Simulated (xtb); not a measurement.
SiH2ClBr, SMILES Cl[SiH2]Br. All values are semi-empirical tight-binding results from xtb (GFN2-xTB unless named), good for trends rather than for accurate numbers. Geometry: GFN2-xTB.

Computed properties:
```json
{
  "point_group_as_xtb_finds_it": "Cs",
  "orbital_gap": "5.76 eV",
  "zero_point_energy": "12.0 kcal/mol",
  "G − E(el) at 298.15 K (modified RRHO)": "-6.5 kcal/mol",
  "static polarisability (D4 model)": "64.0 bohr³",
  "solvation energy, GFN2-xTB/ALPB(water)": "-0.1 kcal/mol",
  "solvation energy, GFN2-xTB/ALPB(acetone)": "-3.8 kcal/mol"
}
```
